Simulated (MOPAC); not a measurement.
Job for MOPAC: PM6 on ClH3SiTe (SMILES [SiH3][Te]Cl), a point of a torsion scan.

```
PM6 1SCF PRECISE CHARGE=0 THREADS=1
ClH3SiTe

Si    -0.74513600 1     0.01153217 1    -0.01901651 1
Te     1.41370891 1     1.29076055 1    -0.04158115 1
Cl     2.49059146 1    -0.16221325 1    -1.54988463 1
H     -1.02940452 1    -0.43366604 1     1.34260695 1
H     -1.82780172 1     0.89487260 1    -0.44334647 1
H     -0.61990174 1    -1.12254107 1    -0.91773080 1
```

The log:

```
*******************************************************************************
 **                                                                           **
 **                              MOPAC v23.2.5                                **
 **                                                                           **
 *******************************************************************************
 ** MOPAC's Digital Object Identifier: https://doi.org/10.5281/zenodo.6511958 **
 **                                                                           **
 ** Please cite the open-source release paper for use of this MOPAC version:  **
 ** J. E. Moussa and J. J. P. Stewart (2026)                                  **
 ** MOPAC: An open-source semiempirical molecular orbital program             **
 ** J. Open Source Softw., 11(119), 8025, https://doi.org/10.21105/joss.08025 **
 *******************************************************************************

                              PM6 CALCULATION RESULTS

 *******************************************************************************
 *  PM6        - The PM6 Hamiltonian to be used
 *
 *
 *
 *                 CHARGE ON SYSTEM = 0
 *
 *
 *
 *  PRECISE    - TIGHTER CRITERIA TO BE USED
 *  1SCF       - DO 1 SCF AND THEN STOP
 *  THREADS=1  - MULTI-THREADING NOT USED
 *  T=         - A TIME OF 172800.0 SECONDS REQUESTED
 *  DUMP=N     - RESTART FILE WRITTEN EVERY 7200.0 SECONDS REQUESTED
 *******************************************************************************
PM6 1SCF PRECISE CHARGE=0 THREADS=1
 ClH3SiTe

   ATOM   CHEMICAL          X               Y               Z
  NUMBER   SYMBOL      (ANGSTROMS)     (ANGSTROMS)     (ANGSTROMS)

     1      Si         -0.74513600  *   0.01153217  *  -0.01901651  *
     2      Te          1.41370891  *   1.29076055  *  -0.04158115  *
     3      Cl          2.49059146  *  -0.16221325  *  -1.54988463  *
     4       H         -1.02940452  *  -0.43366604  *   1.34260695  *
     5       H         -1.82780172  *   0.89487260  *  -0.44334647  *
     6       H         -0.61990174  *  -1.12254107  *  -0.91773080  *



          CARTESIAN COORDINATES

    NO.       ATOM           X           Y           Z

     1        Si         -0.7451      0.0115     -0.0190
     2        Te          1.4137      1.2908     -0.0416
     3        Cl          2.4906     -0.1622     -1.5499
     4         H         -1.0294     -0.4337      1.3426
     5         H         -1.8278      0.8949     -0.4433
     6         H         -0.6199     -1.1225     -0.9177

 General Reference for PM6:
 "Optimization of Parameters for Semiempirical Methods V: Modification of NDDO Approximations
 and Application to 70 Elements", J. J. P. Stewart, J. Mol. Mod., 13, 1173-1213 (2007)
 URL: https://link.springer.com/article/10.1007/s00894-007-0233-4

           Empirical Formula: H3 Si Te Cl  =     6 atoms



      MOLECULAR POINT GROUP   :   Cs


      RHF CALCULATION, NO. OF DOUBLY OCCUPIED LEVELS = 10


 -------------------------------------------------------------------------------
 PM6 1SCF PRECISE CHARGE=0 THREADS=1
 ClH3SiTe



     1SCF WAS SPECIFIED, SO BFGS WAS NOT USED
     SCF FIELD WAS ACHIEVED


                              PM6 CALCULATION
                                                       MOPAC v23.2.5 Linux




          FINAL HEAT OF FORMATION =        -60.37360 KCAL/MOL =    -252.60313 KJ/MOL


          COSMO AREA              =        135.19 SQUARE ANGSTROMS
          COSMO VOLUME            =        130.79 CUBIC ANGSTROMS

          IONIZATION POTENTIAL    =          8.527131 EV
          HOMO LUMO ENERGIES (EV) =         -8.527 -1.912
          NO. OF FILLED LEVELS    =         10
          MOLECULAR WEIGHT        =        194.1622         POINT GROUP:  Cs

          MOLECULAR DIMENSIONS (Angstroms)

            Atom       Atom       Distance
            H     5   Cl     3     4.58153
           Te     2    H     6     3.06732
            H     4   Cl     3     2.26717


          SCF CALCULATIONS        =          1





   ATOM   CHEMICAL          X               Y               Z
  NUMBER   SYMBOL      (ANGSTROMS)     (ANGSTROMS)     (ANGSTROMS)

     1      Si         -0.74513600  *   0.01153217  *  -0.01901651  *
     2      Te          1.41370891  *   1.29076055  *  -0.04158115  *
     3      Cl          2.49059146  *  -0.16221325  *  -1.54988463  *
     4       H         -1.02940452  *  -0.43366604  *   1.34260695  *
     5       H         -1.82780172  *   0.89487260  *  -0.44334647  *
     6       H         -0.61990174  *  -1.12254107  *  -0.91773080  *

                             CARTESIAN COORDINATES

   1   Si       -0.745136000     0.011532170    -0.019016510
   2   Te        1.413708910     1.290760550    -0.041581150
   3   Cl        2.490591460    -0.162213250    -1.549884630
   4    H       -1.029404520    -0.433666040     1.342606950
   5    H       -1.827801720     0.894872600    -0.443346470
   6    H       -0.619901740    -1.122541070    -0.917730800


           Empirical Formula: H3 Si Te Cl  =     6 atoms



      MOLECULAR POINT GROUP   :   Cs


                  EIGENVALUES
 -72.50324 -26.16997 -19.98124 -13.70674 -12.96337 -12.54693 -11.89005 -11.82775
  -9.16215  -8.52713  -1.91232  -0.25856   0.03696   0.08030   0.50338   0.55293
   0.76899   3.45352   3.73852   3.81981  89.54820  89.60840  90.11598  90.31853
  90.32618


              NET ATOMIC CHARGES AND DIPOLE CONTRIBUTIONS

  ATOM NO.   TYPE          CHARGE      No. of ELECS.   s-Pop       p-Pop       d-Pop
    1         Si           0.384323        3.6157     1.17838     1.90889     0.52840
    2         Te          -0.119866        6.1199     1.89540     4.22447
    3         Cl          -0.233997        7.2340     1.99415     5.22584     0.01400
    4          H          -0.013486        1.0135     1.01349
    5          H          -0.013242        1.0132     1.01324
    6          H          -0.003733        1.0037     1.00373
 DIPOLE           X         Y         Z       TOTAL
 POINT-CHG.    -4.795    -0.548     1.688     5.113
 HYBRID         0.636    -0.073    -0.324     0.717
 SUM           -4.159    -0.621     1.365     4.421


          ATOMIC ORBITAL ELECTRON POPULATIONS

     Atom    s        px        py        pz      x^2-y^2     xz        z^2       yz        xy
    1 Si   1.17838   0.51538   0.65513   0.73838   0.06699   0.06781   0.12722   0.14712   0.11926
    2 Te   1.89540   1.27982   1.49468   1.44997
    3 Cl   1.99415   1.86202   1.68031   1.68351   0.00080   0.00325   0.00071   0.00615   0.00309
    4  H   1.01349
    5  H   1.01324
    6  H   1.00373

 **********************
 *                    *
 * JOB ENDED NORMALLY *
 *                    *
 **********************




 == MOPAC DONE ==
```

The run finished.

Cost: very roughly 0.04 core-seconds.
